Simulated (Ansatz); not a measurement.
A series at Ga: from `[SH][Ga]([SH])[SH]`, ligands are replaced one by one, each step taking up NH₃ and setting free H₂S; n counts the steps. Ansatz, PBE0-D4/def2-TZVP geometries. Each molecule was computed in one conformer, which needn't be the lowest.

CBS adds triple-zeta CCSD(T) − MP2 to the MP2 limit, frozen cores; atoms without spin–orbit coupling. Outer-core shells of Ga are correlated without core-valence functions. Scalar relativity is left out up to krypton. Spin–orbit coupling is left out.

```tsv
n	molecule	atomization energy, CCSD(T)/CBS (kJ/mol)
0	`[SH][Ga]([SH])[SH]`	2000.4
1	`[NH2][Ga]([SH])[SH]`	?
2	`[NH2][Ga]([NH2])[SH]`	2853.2
3	`[NH2][Ga]([NH2])[NH2]`	3275.7
```

Task: By hand: fit a straight line y = ȳ + b (n − n̄) to the 3 given rows and predict n = 1.

Result: n̄ = 1.667, ȳ = 2709.77; Σ(n − n̄)(y − ȳ) = 1984.67, Σ(n − n̄)² = 4.667, so b = 425.26 kJ/mol a step. Prediction: 2709.77 + (425.26) × (-0.667) = 2426.1 kJ/mol.

Task: By hand: compare with the computed value, 2428.9 kJ/mol, and give the steps along the whole series.

Result: The line misses by 2.8 kJ/mol (computed minus predicted). Steps: 428.5, 424.3, 422.5 kJ/mol.

The steps differ by at most 6.0 kJ/mol, 1.4 % of a mean step, so the ligands' effects nearly add and a line is close. The miss is 0.2 % of the series' range. The energies themselves are unsure by some kJ/mol a bond, though much of that is common to the series.
